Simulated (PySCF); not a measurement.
Isomers of CH10N2SSi2, one GFN2-xTB conformer each. Single-point energies are computed at PBE0/pcSseg-1 (PySCF, gas phase, no added dispersion term), electronic only.

```
             SMILES  GFN2-xTB relative energy (kcal/mol)
 CS[Si@H](N)N[SiH3]                                  0.0
C[SiH2]N[Si@@H](N)S                                  0.0
```

Conformers: `[CH3:1][S:2][Si@H:3]([NH2:4])[NH:5][SiH3:6]` with C1–S2–Si3–N4 70°, S2–Si3–N4–H 44° and 180°, S2–Si3–N5–Si6 -65°; `[CH3:1][SiH2:2][NH:3][Si@@H:4]([NH2:5])[SH:6]` with C1–Si2–N3–Si4 -65°, Si2–N3–Si4–N5 -57°, N3–Si4–N5–H 155° and -60°, N3–Si4–S6–H 42°.

What does PBE0/pcSseg-1 give for the same structures?

| SMILES | PBE0/pcSseg-1 E (Eh) | PBE0/pcSseg-1 (kcal/mol) | GFN2-xTB (kcal/mol) | point group |
| --- | --- | --- | --- | --- |
| C[SiH2]N[Si@@H](N)S | -1130.30391 | 0.0 | 0.0 | C1 |
| CS[Si@H](N)N[SiH3] | -1130.28374 | 12.7 | 0.0 | C1 |

Both levels put the same isomer lowest. As drawn, the lower has an S–H bond and an Si–C bond, which the higher lacks.

Which frontier levels, dipoles and rotational constants go with these structures?

```
             SMILES  HOMO (eV, PBE0/pcSseg-1)  LUMO (eV)  dipole (D)      A, B, C (MHz)
C[SiH2]N[Si@@H](N)S                     -7.14       0.65        2.04  2341, 1271, 966.7
 CS[Si@H](N)N[SiH3]                     -6.68       0.32        2.69  2290, 1253, 977.6
```
